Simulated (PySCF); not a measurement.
Dipole response of Cu⁻ (copper, charge -1)

[Ar] 3d10 4s2, closed-shell 1S. Calculation: PySCF 2.14, in aug-cc-pVDZ-PP with ECP10MDF; scalar relativity through the core potential. Coupled (time-dependent) response in atomic units; α is the mean over directions. A double-zeta set is small for polarisabilities.

| method | mean α (bohr³) | C₆ (like pair) | S(−4) |
| --- | --- | --- | --- |
| UHF | 360.1 | 6619 | 83960 |
| wB97M-V | 234.3 | 3325 | 41650 |

S(−4) is the Cauchy moment in α(ω) = α(0) + S(−4) ω² + …

α(iu) at wB97M-V:

| u (hartree) | α(iu) (bohr³) |
| --- | --- |
| 0 | 234.3 |
| 0.0500 | 164.5 |
| 0.100 | 92.10 |
| 0.200 | 37.82 |
| 0.300 | 20.52 |
| 0.500 | 9.137 |
| 0.750 | 4.908 |
| 1.00 | 3.275 |
| 1.50 | 1.979 |
| 2.00 | 1.432 |
| 3.00 | 0.9037 |
| 5.00 | 0.4601 |

For an ion, C₆ is the dispersion term alone; charge-induced terms of lower order in 1/R come first.

Energies and moments cover only the electrons outside the core potential.
